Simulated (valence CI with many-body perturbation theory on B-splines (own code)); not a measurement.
Questions on Rb⁵⁺

Computed by valence CI with perturbative core correlation (CI+MBPT): four valence electrons over a frozen Dirac-Fock core [Ar] 3d10, a basis of 11 s, 11 p, 9 d, 7 f, 5 g, 2 h, 1 i functions for each j, with the one-electron correlation potential Σ1 (screened to all orders), the two-electron term Σ2, the three-electron term Σ3, Breit, model QED; selected single and double excitations, second order for the rest, scaled by the run's own slope (own B-spline code, finite nucleus).

Set against measurement, 13 paired levels are off by 109 cm⁻¹ on average, the worst by 203. These come from a selection out of Sansonetti, J. Phys. Chem. Ref. Data 35, 301 (2006). Levels without a partner in it may be off by more. Among the levels kept, up to 370 cm⁻¹ of a level comes from second order outside the variational space, and about a tenth of that is noise between levels of different J, which matters for small intervals.

Rates and lifetimes use the calculated energies. Strong lines usually hold to 10 to 20 %, long lifetimes can be off by a factor of two.

Q: What is the ground level?

A: 4s2 4p2 3P_0, composition 93 % 4s2 4p2 3P + 4 % 4s2 4p2 1S.

Q: Among levels below 386790 cm⁻¹, which E1 lines absorb most strongly from the ground level?

A: to 4s2 4p 4d 3P°_1 at 40.07 nm, f = 2.32; to 4s 4p3 3S°_1 at 47.84 nm, f = 0.320; to 4s2 4p 5s 3P°_1 at 32.82 nm, f = 0.208.

Q: Where does the other parity begin?

A: At 4s 4p3 5S°_2, 112960 cm⁻¹.

Q: What is the ionisation energy?

A: 83.715 eV; NIST lists 82.9 ± 2 eV (theoretical).

Q: How is the term 3P of the ground level split?

A: J = 0 at 0, J = 1 at 5132, J = 2 at 9891 cm⁻¹.

Q: What are the static dipole polarisabilities of the lowest levels?

A: 4s2 4p2 3P_0 3.08; 4s2 4p2 3P_1 3.12 (tensor 0.064); 4s2 4p2 3P_2 3.13 (tensor -0.091); 4s2 4p2 1D_2 3.15 (tensor 0.23) bohr³, of which the core gives 0.158.

Q: Name the longest-lived excited levels whose lifetime is computed, and their main decay.

A: 4s2 4p2 3P_2 at 9891 cm⁻¹ lives 777 ms, mostly by M1 to 4s2 4p2 3P_1; 4s2 4p2 3P_1 at 5132 cm⁻¹ lives 428 ms, mostly by M1 to 4s2 4p2 3P_0; 4s2 4p2 1D_2 at 23758 cm⁻¹ lives 44.6 ms, mostly by M1 to 4s2 4p2 3P_2.
